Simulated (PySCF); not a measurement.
**Computed structure and properties of [WO2(H2O)2]2+**

System: [WO2(H2O)2]2+ (singlet); start: template (C2). Method: PySCF 2.14.0, RKS r2SCAN, W def2-SVP with ECP60, O def2-SVP, H def2-SVP; non-relativistic Hamiltonian with scalar-relativistic core potentials where named; density fitting; no spin-orbit coupling.

Input of the relaxation:

```python
mol = gto.M(atom='''
W      0.00000    -0.00000     0.06317
O      0.87160     0.87160     0.93477
O     -0.87160    -0.87160     0.93477
O      1.17780    -1.17780    -1.11463
H      1.20410    -2.14710    -1.14093
H      1.83280    -0.88970    -1.76963
O     -1.17780     1.17780    -1.11463
H     -1.20410     2.14710    -1.14093
H     -1.83280     0.88970    -1.76963''',
    basis={'W': 'def2-SVP', 'O': 'def2-SVP', 'H': 'def2-SVP'},
    ecp={'W': 'def2-SVP'},
    charge=2, spin=0)
mf = dft.RKS(mol, xc='R2SCAN')
mf.grids.atom_grid = (50, 194)
mf = mf.density_fit()  # fitting sets: W def2-universal-JKFIT, O def2-universal-JKFIT, H def2-universal-JKFIT
mf.conv_tol = 1e-08; mf.max_cycle = 55
mf.kernel(dm0)  # dm0: converged density of the start geometry
# quasi-Newton relaxation in Cartesian coordinates to a largest gradient under 0.00045 Eh/bohr, steps kept in the point group
```

Run from Python with OMP_NUM_THREADS=2; the lines above give its settings. Where DIIS fails, smearing, a level shift and second-order steps follow.
It took 2.4 min on 2 threads of Arm Neoverse V1 (shared host), from the converged density of the start.

Course of the relaxation:

| step | energy above end (eV) | largest force component within the symmetry (eV/Å) |
| --- | --- | --- |
| 0 | 2.8454 | 21.155 |
| 1 | 0.7149 | 6.896 |
| 2 | 0.2892 | 2.439 |
| 3 | 0.1902 | 0.955 |
| 4 | 0.1762 | 1.019 |
| 5 | 0.1194 | 0.204 |
| 6 | 0.0800 | 0.270 |
| 7 | 0.0442 | 0.177 |
| 18 | 0.0016 | 0.068 |
| 19 | 0.0009 | 0.066 |
| 20 | 0.0004 | 0.052 |
| 21 | 0.0002 | 0.031 |
| 22 | 0.0001 | 0.014 |
| 23 | 0.0000 | 0.018 |
(The steps between are left out.)

Relaxed geometry (C2v):

```xyz
9

W     0.0000    0.0000   -0.3829
O     0.9143    0.9514    0.6455
O    -0.9143   -0.9514    0.6455
O     1.4004   -1.3431   -1.1078
H     1.2663   -2.3165   -1.2121
H     2.3705   -1.1726   -1.1930
O    -1.4004    1.3431   -1.1078
H    -1.2663    2.3165   -1.2121
H    -2.3705    1.1726   -1.1930
```

| contact | Å |
| --- | --- |
| W1–O2 (O) | 1.673 |
| W1–O3 (O) | 1.673 |
| W1–O4 (H2O) | 2.071 |
| W1–O7 (H2O) | 2.071 |

On the finer grid (75, 302):

```yaml
HOMO: -18.92 eV
LUMO: -14.16 eV
Dipole_about_the_centre_of_mass: 7.08 D
Set_of_Mulliken_populations_of_W1_outside_the_core_potential: s 2.33, p 6.22, d 3.79, f 0.19
D3_BJ_dispersion_energy_not_in_the_energies: -0.047 eV
```

```csv
atom,Mulliken (e),Löwdin (e),spin (e)
W1,1.47,0.75,0.00
O2,-0.12,0.08,0.00
O3,-0.12,0.08,0.00
O4,-0.31,0.11,0.00
H5,0.35,0.22,0.00
H6,0.35,0.22,0.00
O7,-0.31,0.11,0.00
H8,0.35,0.22,0.00
H9,0.35,0.22,0.00
```

No frequency check is given for this geometry.

Rigid scan of O along the line from its metal:

distance to O2 (Å), energy (eV) and a bar:
```
     1.37      4.984 ##############################
     1.47      1.822 ###########
     1.57      0.377 ##
     1.67      0.000 
     1.77      0.265 ##
     1.87      0.894 #####
     1.97      1.708 ##########
     2.12      3.047 ##################
```

Taking off one H2O (charge 0, singlet; the rest: singlet) in vacuum, both parts rigid, costs 4.38 eV; the small basis without counterpoise inflates it. Parting with an electron moved from the ligand to the metal can be far cheaper, even downhill.

Rigid scan of H2O along the line from its metal:

```
distance to O4 (Å)  energy (eV)
              1.77        1.189
              1.87        0.442
              1.97        0.094
              2.07        0.000
              2.17        0.067
              2.27        0.227
              2.47        0.682
```

One start shape was tried, so this needn't be the lowest isomer.
